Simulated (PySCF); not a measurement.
# What a mistake does to a calculation on Al3H4O

Calculated results; nothing here was measured. They come from PySCF 2.14.0, an open-source quantum chemistry program, on an isolated molecule that a program drew, which may never have been made. The molecule is Al3H4O (charge 0, doublet), drawn as the SMILES string `[OH][Al][AlH][AlH2]`.

Each row is a Hartree-Fock (HF) and frozen-core CCSD(T) single point in the cc-pV(D+d)Z basis, meant for a local HF minimum. Run 1 is clean. Each other run has one planted mistake out of seven kinds, and not every kind appears here: one electron removed, one electron added, multiplicity raised by two, geometry at a saddle point, minimal basis STO-3G, one bond length entered in bohr, all coordinates scaled. The reference is restricted for singlets and unrestricted otherwise, and also for a bond in bohr. Adding or removing an electron swaps singlet and doublet. Electrons count all cores. HOMO and LUMO are orbital energies over both spins, the gradient is its largest component, and the lowest frequency (negative if imaginary) is given only where the gradient is small. Bond lengths are over the 7 bonds as drawn. T1 is the CCSD diagnostic: over 0.02 (restricted) or 0.045 (unrestricted) a single reference is doubtful.

Geometry of the clean run:
```xyz
8
Al3H4O, angstrom
O     0.5371    3.7331   -0.1001
Al    0.5510    2.3686    0.8730
Al    0.4391   -0.2108    1.1230
Al   -1.9142   -1.1212    1.7517
H     0.5038    3.9675   -1.0112
H     1.8611   -0.7970    1.5277
H    -3.1346   -0.1159    1.9312
H    -2.2555   -2.6691    1.8650
```

```
run  electrons  basis functions  <S^2>  HOMO (eV)  LUMO (eV)  gradient (hartree/bohr)  lowest frequency (cm^-1)  mean bond (Å)  longest bond (Å)      T1  HF (hartree)  CCSD(T) (hartree)               mistake
  1         51              103  0.826      -6.60       0.21                  8.7e-06                        22         1.7975             2.600  0.0294    -802.95963         -803.38037              no fault
  2         50              103  0.000     -13.72      -5.36                  3.2e-02                         -         1.7975             2.600  0.0187    -802.74107         -803.14941  one electron removed
  3         52              103  0.000      -0.76       4.67                  2.2e-02                         -         1.7975             2.600  0.0246    -802.96378         -803.42348    one electron added
  4         51               36  0.810      -1.34       7.90                  6.2e-02                         -         1.7975             2.600  0.0221    -793.07775         -793.23700  minimal basis STO-3G
  5         51              103  1.539      -6.84       0.40                  9.0e-03                         -         2.1280             4.914  0.0825    -802.89314         -803.30319                     ?
  6         51              103  3.776      -5.91      -1.34                  2.2e-02                         -         1.7975             2.600  0.0265    -802.87531         -803.28123                     ?
```

**Which mistake was planted in run 5, and what did it cost?**

The mean bond changes by a factor of 1.184 and the longest by 1.890, so the molecule wasn't scaled as a whole. A length L in bohr read as angstrom grows by (1/0.5292 - 1) L = 0.890 L. The 7 bonds together grew by 7 x 0.3305 = 2.314 Å, which gives L = 2.600 Å. That is the length of one of the Al-Al bonds, 2.600 Å in the clean geometry. So the mistake is: one bond length entered in bohr. Subtracting run 1 and multiplying by 627.51 kcal/mol a hartree, the energy moved by 41.7 kcal/mol in HF and 48.4 kcal/mol in CCSD(T).

**Which mistake was planted in run 6, and what did it cost?**

Electrons, basis and geometry are unchanged, and <S^2> is 3.776, beside S(S+1) = 3.75 for a multiplicity of 4. So the mistake is: multiplicity raised by two. Subtracting run 1 and multiplying by 627.51 kcal/mol a hartree, the energy moved by 52.9 kcal/mol in HF and 62.2 kcal/mol in CCSD(T).

Cautions from the logs. Run 3: T1 is over the limit, so its CCSD(T) energy is less reliable; run 5: T1 is over the limit, so its CCSD(T) energy is less reliable.
